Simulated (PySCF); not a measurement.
An unknown is described by computed data only.

Elements present: C, F and H. Monoisotopic mass: 158.0343 u.

* 1H NMR: chemical shifts (computed TMS as zero) by class: 7.91 (2 H), 7.77 (2 H), 7.63 (1 H) ppm [GIAO PBE0/pcSseg-1]
* Dipole: 2.03 D [PBE0/pcSseg-1]
* 13C NMR: chemical shifts (computed TMS as zero) by class: 170.1 (1 C), 139.2 (1 C), 134.6 (2 C), 134.1 (1 C), 132.8 (1 C), 128.9 (2 C) ppm [GIAO PBE0/pcSseg-1]
* NMR, other nuclei: isotropic shieldings of nuclei other than C and H, by class: 269 (1 F), 285 (1 F), 372 (1 F) ppm [GIAO PBE0/pcSseg-1]
* Rotational structure: rotational constants A, B, C: 2.449, 0.704, 0.547 GHz [GFN2-xTB]

Electronic properties: PySCF, gas phase, density fitting. Levels stand in brackets. Isolated species at its GFN2-xTB geometry (one conformer only). NMR values are class means; diastereotopic atoms form classes of their own.

Task: Which formula fits the mass and the elements?

Result: C8H5F3 (calculated 158.0343). No other formula that holds each of these elements comes within 0.0003 u with a fitting electron parity and a possible valence count.

Task: What is the compound? Reason from the data.

Result: Numbering: `[F:1][C:2]([F:3])=[C:4]([F:5])[c:6]1[cH:7][cH:8][cH:9][cH:10][cH:11]1`. Its formula, C8H5F3, gives 5 degrees of unsaturation: 1 ring and 4 π bonds in the structure found (Kekulé form). 8 carbons fall into 6 classes; from least to most shielded: =CF2 carbon [C2] (170.1 ppm), vinylic C–F carbon [C4] (139.2 ppm), aromatic CH carbon [C8/C10] (134.6 ppm, 2 C), aromatic CH carbon [C9] (134.1 ppm), substituted aromatic carbon [C6] (132.8 ppm), aromatic CH carbon [C7/C11] (128.9 ppm, 2 C). Hydrogen classes from least to most shielded: 2 H on the ortho carbons, C7/C11 (7.91 ppm), 2 H on the meta carbons, C8/C10 (7.77 ppm), 1 H on the para carbon, C9 (7.63 ppm). The other shieldings belong to: 269 ppm, vinyl fluorine [F1]; 285 ppm, vinyl fluorine [F3]; 372 ppm, vinyl fluorine [F5]. The optimised geometry has point group Cs and is an asymmetric top. Structure: `FC(F)=C(F)c1ccccc1` ((trifluorovinyl)benzene). The assignments are read from this structure; whether some other isomer fits the data as well wasn't checked.

The values belong to the conformer `[F:1][C:2]([F:3])=[C:4]([F:5])[c:6]1[cH:7][cH:8][cH:9][cH:10][cH:11]1`: C2–C4–C6–C7 -179°.
